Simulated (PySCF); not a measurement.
BF2, SMILES F[B]F (connectivity only; charge and spin as stated), charge +1, multiplicity 1. Coordinates come from a PBE0-D3(BJ)/def2-TZVP optimisation. The multiplicity is an assumed one; other spin states were not compared. The isomer is the one that the SMILES or the coordinates give; other isomers of the formula were not compared.

PySCF 2.14.0 with TDDFT-ωB97X/def2-TZVPD puts the lowest singlet excitations at 12.16, 12.16, 12.23, 12.39, 12.39, 13.74 eV and the lowest triplet (TDA) at 11.53 eV.

What are the lowest singlet roots from EOM-CCSD/aug-cc-pVDZ (PySCF)? (The exact figures need the calculation; the answer reports its results.)

12.48, 12.48, 12.76, 12.76, 12.80, 14.42 eV; triplets 11.97, 12.11, 12.11 eV. S1 differs by 0.32 eV (second minus first; roots are paired by order, and the bases may differ).
